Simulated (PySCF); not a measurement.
Electron correlation in La (lanthanum, neutral)

[Xe] 5d1 6s1 6p1, one real determinant (an excited configuration). Computed with PySCF 2.14 in x2c-TZVPPall with one added diffuse shell each of s, p, d type (12s8p8d3f1g, 106 functions), with scalar relativity by spin-free X2C-1e. Frozen: [Ar] 3d10; 29 electrons correlated.

MP2 pair energies summed by pair of shells (mhartree):

| pair | energy | share (%) |
| --- | --- | --- |
| 4d-4d | -282.98 | 40.0 |
| 4d-5p | -127.66 | 18.0 |
| 5p-5p | -96.65 | 13.6 |
| 4p-4d | -25.63 | 3.6 |
| 5p-5d | -25.60 | 3.6 |
| 5s-5p | -25.07 | 3.5 |
| 4d-5s | -24.50 | 3.5 |
| 4p-4p | -18.11 | 2.6 |
| 4s-4d | -16.97 | 2.4 |
| 5p-6s | -13.04 | 1.8 |
| 4p-5p | -6.74 | 1.0 |
| 4p-5s | -6.35 | 0.9 |
| 4d-5d | -5.86 | 0.8 |
| 5p-6p | -5.67 | 0.8 |
| 5s-5s | -5.13 | 0.7 |
| 5d-6s | -3.11 | 0.4 |
| 4d-6s | -3.10 | 0.4 |
| 4s-4p | -2.61 | 0.4 |
| 5s-5d | -2.46 | 0.3 |
| 5d-6p | -2.09 | 0.3 |
| 4s-4s | -1.81 | 0.3 |
| 4d-6p | -1.69 | 0.2 |
| 6s-6p | -1.35 | 0.2 |
| 4s-5p | -1.05 | 0.1 |
| 5s-6s | -0.90 | 0.1 |
| 4s-5s | -0.57 | 0.1 |
| 4p-5d | -0.45 | 0.1 |
| 5s-6p | -0.43 | 0.1 |
| 4p-6s | -0.28 | 0.0 |
| 4s-5d | -0.10 | 0.0 |

Total MP2 correlation energy: -708.10 mhartree.

Same-spin part -264.43 and opposite-spin part -443.68 mhartree; SCS-MP2 scales them by 1/3 and 6/5 to -620.55 mhartree.

The reference is one real determinant that mixes LS terms of this configuration.

This basis was not built for core-valence correlation, so the inner-shell part is incomplete.
